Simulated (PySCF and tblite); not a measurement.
The numbers below are computed, except where a source is named.
System: C7H15N, numbered as in [CH3:1][C:2]1([CH3:3])[CH2:4][CH2:5][CH2:6][NH:7][CH2:8]1.

Motion: pyramidal inversion at N7. GFN2-xTB gives an electronic barrier of 6.5 kcal/mol and a reaction energy of 1.1 kcal/mol.

Problem. What does PBE0/pcSseg-1 + D3(BJ) give on GFN2-xTB geometries?

Solution. A barrier of 3.8 kcal/mol, 2.7 below the tight-binding barrier (from unrounded values), a reaction energy of -0.9 kcal/mol and, with GFN2-xTB thermal terms, ΔG‡(298 K) = 2.5 kcal/mol and k = 9.3×10¹⁰ s⁻¹ (1 equivalent path).

Programs: tblite and PySCF.
